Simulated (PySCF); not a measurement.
UHF on He⁺ (helium, charge +1)

Configuration: 1s1, 2S determinant. Calculation: PySCF 2.14, in dyall-av3z; the spin-free X2C one-electron Hamiltonian (Gaussian nucleus).

```json
{
  "Total energy": "-2.000088 hartree",
  "One-electron energy": "-2.0001 hartree",
  "Hartree (Coulomb) energy": "0.6251 hartree",
  "Exchange energy": "-0.6251 hartree",
  "⟨S²⟩": "0.7500",
  "⟨L²⟩": "0.000",
  "Sum of ⟨r⟩": "0.7500 bohr",
  "Sum of ⟨r²⟩": "0.7500 bohr²",
  "Langevin diamagnetic susceptibility": "-0.594 ×10⁻⁶ cm³/mol"
}
```

```csv
shell,electrons,mean orbital energy (eV),"rms radius, mean of both spins (bohr)"
1s α,1,-54.425,0.866
```
